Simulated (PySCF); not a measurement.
Stationary points of I(OH)₃

These are results of PBE0/[I def2-SVP with ECP28, O def2-SVP, H def2-SVP], scalar-relativistic core potentials, density fitting, no spin–orbit coupling, PySCF, not measurements.

Relaxations began from a few typed shapes. The search is not exhaustive: other isomers or separated fragments can lie lower, and high-lying points may rest on an excited occupation.

Which is the lowest minimum found?
A. singlet C1: I–O 1.996 Å, I–O 2.022 Å, I–O 2.073 Å, O–H 0.968 Å (×2), O–H 0.975 Å; H–O–I 99.5°, H–O–I 108.1°, H–O–I 108.7°, O–I–O 81.5°, O–I–O 84.7°
B. singlet C3h: I–O 2.100 Å (×3), O–H 0.970 Å (×3); H–O–I 109.3° (×3), O–I–O 120.0° (×3)
C. singlet C1: I–O 1.996 Å, I–O 2.023 Å, I–O 2.074 Å, O–H 0.967 Å (×2), O–H 0.975 Å; H–O–I 99.6°, H–O–I 108.2°, H–O–I 109.1°, O–I–O 81.6°, O–I–O 85.2°

A. The others lie at 1.2 (singlet C1), 169.8 (singlet C3h, a saddle point) kJ/mol above it.
